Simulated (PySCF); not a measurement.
Energy of Ba²⁺ (barium, charge +2) between two integer charges

The 5p beta orbital of [Xe] is emptied in steps (occupation f), with all orbitals relaxed, ending at [Kr] 4d10 5s2 5p5. Computed with PySCF 2.14 in def2-TZVPPD with the def2 core potential (46 electrons) (6s4p3d1f, 40 functions), with scalar relativity through the core potential. The exact energy is a straight line in f; departures are measured from the line between the end points of the same method.

Question: Among UHF, LDA, PBE, PBE0, r2SCAN, LC-wPBE, BHandHLYP, wB97X, B3LYP, BLYP, which shows the largest delocalisation error (convex curve), and which is closest to linear?

Answer: Most convex: LDA (-1.392 eV at f = 0.5); closest to linear: UHF (0.120 eV).

```json
{"f": "1", "UHF (eV)": "0.000", "LDA (eV)": "0.000", "PBE (eV)": "0.000", "PBE0 (eV)": "0.000", "r2SCAN (eV)": "0.000", "LC-wPBE (eV)": "0.000", "BHandHLYP (eV)": "0.000", "wB97X (eV)": "0.000", "B3LYP (eV)": "0.000", "BLYP (eV)": "0.000"}
{"f": "0.9", "UHF (eV)": "0.044", "LDA (eV)": "-0.503", "PBE (eV)": "-0.493", "PBE0 (eV)": "-0.362", "r2SCAN (eV)": "-0.466", "LC-wPBE (eV)": "-0.101", "BHandHLYP (eV)": "-0.230", "wB97X (eV)": "-0.148", "B3LYP (eV)": "-0.389", "BLYP (eV)": "-0.491"}
{"f": "0.7", "UHF (eV)": "0.102", "LDA (eV)": "-1.172", "PBE (eV)": "-1.144", "PBE0 (eV)": "-0.840", "r2SCAN (eV)": "-1.072", "LC-wPBE (eV)": "-0.230", "BHandHLYP (eV)": "-0.535", "wB97X (eV)": "-0.340", "B3LYP (eV)": "-0.904", "BLYP (eV)": "-1.142"}
{"f": "0.5", "UHF (eV)": "0.120", "LDA (eV)": "-1.392", "PBE (eV)": "-1.353", "PBE0 (eV)": "-0.993", "r2SCAN (eV)": "-1.253", "LC-wPBE (eV)": "-0.267", "BHandHLYP (eV)": "-0.637", "wB97X (eV)": "-0.397", "B3LYP (eV)": "-1.073", "BLYP (eV)": "-1.353"}
{"f": "0.3", "UHF (eV)": "0.100", "LDA (eV)": "-1.165", "PBE (eV)": "-1.128", "PBE0 (eV)": "-0.827", "r2SCAN (eV)": "-1.028", "LC-wPBE (eV)": "-0.217", "BHandHLYP (eV)": "-0.535", "wB97X (eV)": "-0.325", "B3LYP (eV)": "-0.897", "BLYP (eV)": "-1.131"}
{"f": "0.1", "UHF (eV)": "0.043", "LDA (eV)": "-0.497", "PBE (eV)": "-0.478", "PBE0 (eV)": "-0.351", "r2SCAN (eV)": "-0.430", "LC-wPBE (eV)": "-0.089", "BHandHLYP (eV)": "-0.229", "wB97X (eV)": "-0.139", "B3LYP (eV)": "-0.382", "BLYP (eV)": "-0.482"}
{"f": "0", "UHF (eV)": "0.000", "LDA (eV)": "0.000", "PBE (eV)": "0.000", "PBE0 (eV)": "0.000", "r2SCAN (eV)": "0.000", "LC-wPBE (eV)": "0.000", "BHandHLYP (eV)": "0.000", "wB97X (eV)": "0.000", "B3LYP (eV)": "0.000", "BLYP (eV)": "0.000"}
```

```
   method  E(f=0) − E(f=1) (eV)  −ε at f=1 (eV)  −ε at f=0.5 (eV)
      UHF                36.072          36.567            36.066
      LDA                36.988          31.390            37.010
      PBE                37.039          31.553            37.087
     PBE0                37.108          33.079            37.145
   r2SCAN                37.267          32.064            37.399
  LC-wPBE                37.180          36.050            37.218
BHandHLYP                36.982          34.429            36.983
    wB97X                37.240          35.597            37.292
    B3LYP                37.104          32.779            37.126
     BLYP                36.866          31.401            36.897
```

Reference removal energy between the ground levels: 35.844 eV (measured; NIST Atomic Spectra Database, ionization energies). The calculation has no spin-orbit coupling. UHF lacks correlation.
